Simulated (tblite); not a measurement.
Compound: C6H5Cl3O.
Atom-mapped SMILES: `[O:1]=[C:2]1[CH:3]=[CH:4][CH2:5][C@@H:6]1[C:7]([Cl:8])([Cl:9])[Cl:10]` (hydrogens: H11 on C3; H12 on C4; H13, H14 on C5; H15 on C6)

Structure optimised with GFN2-xTB, isolated species.

Entries marked ? are missing. Bonds in one row agree within 0.01 Å.

```json
{"coordinate": "O1=C2", "value": "?"}
{"coordinate": "C2–C3", "value": "?"}
{"coordinate": "C3=C4", "value": "1.332 Å"}
{"coordinate": "C4–C5", "value": "1.491 Å"}
{"coordinate": "C5–C6", "value": "1.535 Å"}
{"coordinate": "C6–C7", "value": "?"}
{"coordinate": "C7–Cl8, C7–Cl10", "value": "1.785 Å"}
{"coordinate": "C7–Cl9", "value": "1.772 Å"}
{"coordinate": "C2–C6", "value": "?"}
{"coordinate": "C3–H11", "value": "1.075 Å"}
{"coordinate": "C4–H12", "value": "1.077 Å"}
{"coordinate": "C5–H13", "value": "1.091 Å"}
{"coordinate": "C5–H14", "value": "1.091 Å"}
{"coordinate": "C6–H15", "value": "1.093 Å"}
{"coordinate": "O1–C2–C3", "value": "128.5°"}
{"coordinate": "O1–C2–C6", "value": "125.1°"}
{"coordinate": "C3–C2–C6", "value": "106.4°"}
{"coordinate": "C2–C3–C4", "value": "111.1°"}
{"coordinate": "C3–C4–C5", "value": "113.2°"}
{"coordinate": "C4–C5–C6", "value": "104.5°"}
{"coordinate": "C5–C6–C7", "value": "113.1°"}
{"coordinate": "C2–C6–C5", "value": "?"}
{"coordinate": "C2–C6–C7", "value": "110.4°"}
{"coordinate": "C6–C7–Cl8", "value": "?"}
{"coordinate": "C6–C7–Cl9", "value": "?"}
{"coordinate": "Cl8–C7–Cl9", "value": "?"}
{"coordinate": "Cl9–C7–Cl10", "value": "?"}
```

Task: Fill in the missing values.

Result: 
- O1=C2 = 1.201 Å, drawn double (ketone oxygen to ketone carbonyl carbon); 0.19 Å below the sum of covalent radii, 1.39 Å.
- C2–C3 = 1.462 Å, drawn single (ketone carbonyl carbon to alkene CH carbon); equal to the sum of covalent radii, 1.46 Å.
- C6–C7 = 1.519 Å, drawn single (sp3 carbon next to a carbonyl to CCl3 carbon); equal to the sum of covalent radii, 1.52 Å.
- C2–C6 = 1.551 Å, drawn single (ketone carbonyl carbon to sp3 carbon next to a carbonyl); 0.06 Å above the sum of covalent radii, 1.49 Å.
- C2–C6–C5 = 104.8°, at the sp3 carbon next to a carbonyl, inside a 5-membered ring; the outer atoms are 2.445 Å apart.
- C6–C7–Cl8 = 110.2°, at the CCl3 carbon; the outer atoms are 2.716 Å apart.
- C6–C7–Cl9 = 111.4°, at the CCl3 carbon; the outer atoms are 2.722 Å apart.
- Cl8–C7–Cl9 = 108.1°, at the CCl3 carbon; the outer atoms are 2.881 Å apart.
- Cl9–C7–Cl10 = 108.8°, at the CCl3 carbon; the outer atoms are 2.889 Å apart.

Radii are Cordero's, carbon taken as 0.76, 0.73 or 0.69 Å for four, three, and two or fewer neighbours.

Its GFN2-xTB frequencies are all real (lowest 39 cm⁻¹).

The values belong to the conformer `[O:1]=[C:2]1[CH:3]=[CH:4][CH2:5][C@@H:6]1[C:7]([Cl:8])([Cl:9])[Cl:10]`: C5–C6–C7–Cl8 59°.

The numbers are calculated, not measured.
